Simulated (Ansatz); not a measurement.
Born–Oppenheimer molecular dynamics of AlClH₄OSi (8 atoms, charge 0, multiplicity 1). It starts from a relaxed structure.

These are results of Ansatz 0.2.0, RKS PBE/def2-SVP, not measurements.

```yaml
ensemble: NVT, Langevin thermostat
time_step: 3 fs
steps_asked: 40
set_temperature: 3000 K
friction: 0.005 /fs
seed: 321065
```

Frames 3 fs apart, positions in Å.

Velocities at 60 fs (Å/ps):

```
Al 8.35 -0.01 -8.81
Cl -3.23 -3.00 -5.23
O -1.65 -9.10 0.35
Si -9.41 5.12 7.34
H -47.22 5.62 -0.73
H -35.03 9.59 40.74
H 8.71 12.55 41.16
H 36.23 -25.05 12.27
```

```xyz
8
Properties=species:S:1:pos:R:3 time_fs=60 energy_less_start_eV=3.036 T=1056
Al 0.216 0.216 -0.039
Cl -0.116 -0.004 2.128
O 0.753 -0.988 -1.026
Si 2.303 -1.644 -1.028
H 2.132 -3.027 -1.721
H 3.451 -1.014 -1.634
H 2.501 -1.391 0.259
H -1.256 -0.233 -0.144
8
Properties=species:S:1:pos:R:3 time_fs=63 energy_less_start_eV=3.047 T=1285
Al 0.236 0.215 -0.061
Cl -0.127 -0.014 2.110
O 0.752 -1.013 -1.032
Si 2.269 -1.635 -1.007
H 1.990 -2.985 -1.695
H 3.376 -0.957 -1.525
H 2.591 -1.369 0.575
H -1.211 -0.283 -0.168
8
Properties=species:S:1:pos:R:3 time_fs=66 energy_less_start_eV=3.272 T=1156
Al 0.246 0.213 -0.069
Cl -0.140 -0.026 2.090
O 0.762 -1.036 -1.046
Si 2.236 -1.639 -0.970
H 1.886 -2.925 -1.644
H 3.412 -0.802 -1.487
H 2.689 -1.457 0.786
H -1.290 -0.277 -0.268
8
Properties=species:S:1:pos:R:3 time_fs=69 energy_less_start_eV=3.246 T=1655
Al 0.247 0.205 -0.062
Cl -0.154 -0.040 2.069
O 0.772 -1.056 -1.065
Si 2.215 -1.652 -0.919
H 1.855 -2.919 -1.591
H 3.392 -0.640 -1.452
H 2.757 -1.612 0.807
H -1.411 -0.176 -0.428
8
Properties=species:S:1:pos:R:3 time_fs=72 energy_less_start_eV=2.533 T=2100
Al 0.234 0.195 -0.046
Cl -0.169 -0.051 2.047
O 0.773 -1.062 -1.085
Si 2.214 -1.672 -0.858
H 1.930 -2.984 -1.524
H 3.327 -0.569 -1.402
H 2.779 -1.788 0.645
H -1.499 0.028 -0.616
8
Properties=species:S:1:pos:R:3 time_fs=75 energy_less_start_eV=2.174 T=2344
Al 0.203 0.183 -0.036
Cl -0.187 -0.061 2.031
O 0.768 -1.054 -1.105
Si 2.239 -1.696 -0.795
H 2.072 -3.059 -1.459
H 3.216 -0.653 -1.344
H 2.734 -1.981 0.404
H -1.477 0.305 -0.754
8
Properties=species:S:1:pos:R:3 time_fs=78 energy_less_start_eV=1.580 T=2484
Al 0.161 0.171 -0.037
Cl -0.209 -0.070 2.020
O 0.762 -1.040 -1.125
Si 2.269 -1.724 -0.753
H 2.239 -3.107 -1.405
H 3.108 -0.796 -1.313
H 2.792 -2.224 0.514
H -1.330 0.633 -0.829
8
Properties=species:S:1:pos:R:3 time_fs=81 energy_less_start_eV=1.118 T=2793
Al 0.111 0.162 -0.044
Cl -0.231 -0.079 2.012
O 0.767 -1.026 -1.141
Si 2.287 -1.758 -0.721
H 2.412 -3.141 -1.393
H 3.214 -0.765 -1.385
H 2.848 -2.401 0.675
H -1.046 1.005 -0.850
8
Properties=species:S:1:pos:R:3 time_fs=84 energy_less_start_eV=1.075 T=2914
Al 0.052 0.154 -0.059
Cl -0.248 -0.089 2.007
O 0.786 -1.013 -1.147
Si 2.299 -1.794 -0.692
H 2.542 -3.123 -1.432
H 3.344 -0.749 -1.433
H 2.812 -2.446 0.726
H -0.673 1.396 -0.837
8
Properties=species:S:1:pos:R:3 time_fs=87 energy_less_start_eV=1.011 T=3253
Al -0.009 0.147 -0.079
Cl -0.263 -0.101 2.008
O 0.814 -0.995 -1.140
Si 2.313 -1.828 -0.666
H 2.611 -3.051 -1.502
H 3.398 -0.858 -1.356
H 2.676 -2.378 0.722
H -0.265 1.769 -0.787
8
Properties=species:S:1:pos:R:3 time_fs=90 energy_less_start_eV=1.499 T=2786
Al -0.067 0.147 -0.099
Cl -0.278 -0.115 2.009
O 0.845 -0.975 -1.119
Si 2.331 -1.856 -0.644
H 2.640 -2.977 -1.554
H 3.381 -1.032 -1.171
H 2.477 -2.244 0.742
H 0.169 2.015 -0.684
8
Properties=species:S:1:pos:R:3 time_fs=93 energy_less_start_eV=1.998 T=2271
Al -0.119 0.153 -0.117
Cl -0.289 -0.129 2.012
O 0.879 -0.959 -1.087
Si 2.341 -1.877 -0.628
H 2.642 -2.964 -1.608
H 3.448 -1.094 -0.984
H 2.284 -2.103 0.855
H 0.560 2.056 -0.539
```

Of the whole run (120 fs, mean temperature of the second half 2020 K): The mean temperature of the second half is 33 % below the set value. A step of 3 fs is long for free X–H stretches (periods near 10 fs) and can bias their spread and the temperature. A run of 0.12 ps of so small a system gives no equilibrium averages.

Time of the run: 120 s on 1 thread of Arm Neoverse V1 (shared host), peak memory 0.12 GiB.
